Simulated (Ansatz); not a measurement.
LiP+, multiplicity 4 (lowest of 2S+1 = 2, 4 at CCSD(T)/def2-TZVPP on PBE0 minima; our sources give no spin for the ground state, which may be another), most abundant isotopes (7.0160 and 30.9738 u). Constants from fifth-degree fits in 1/R to seven points on the lowest solution found; no spin–orbit coupling, no relativity up to Kr; ω_e x_e and α_e move by some per cent with the fit.

Correlated levels freeze the cores. CBS(a, b) extrapolates the correlation energy as X⁻³ and adds the Hartree–Fock energy of set b.

Run with Ansatz (Gaussian basis) for Hartree–Fock, density functionals and correlated methods. 

```tsv
level	r_e (Å)	ω_e (cm⁻¹)	ω_e x_e (cm⁻¹)	α_e (cm⁻¹)
PBE/def2-TZVPP	2.6466	248.0	4.86	0.0107
CCSD(T)/CBS(aug-cc-pV(T+d)Z, aug-cc-pV(Q+d)Z)	2.6785	245.2	4.76	0.0101
```

Task: Derive the rotational constants, the centrifugal constant, the fundamental, the zero-point energy and the force constant.

Result: 
μ = 5.72028 u.
- PBE/def2-TZVPP: B_e = 16.8576/(μ r_e²) = 0.42072 cm⁻¹; B₀ = B_e − α_e/2 = 0.41536 cm⁻¹; D = 4B_e³/ω_e² = 4.84e-06 cm⁻¹; fundamental ω_e − 2ω_e x_e = 238 cm⁻¹; zero-point energy ω_e/2 − ω_e x_e/4 = 123 cm⁻¹; k = μ(2πcω_e)² = 20.7 N/m
- CCSD(T)/CBS(aug-cc-pV(T+d)Z, aug-cc-pV(Q+d)Z): B_e = 16.8576/(μ r_e²) = 0.41077 cm⁻¹; B₀ = B_e − α_e/2 = 0.40570 cm⁻¹; D = 4B_e³/ω_e² = 4.61e-06 cm⁻¹; fundamental ω_e − 2ω_e x_e = 236 cm⁻¹; zero-point energy ω_e/2 − ω_e x_e/4 = 121 cm⁻¹; k = μ(2πcω_e)² = 20.3 N/m

Ansatz is an electronic-structure program.
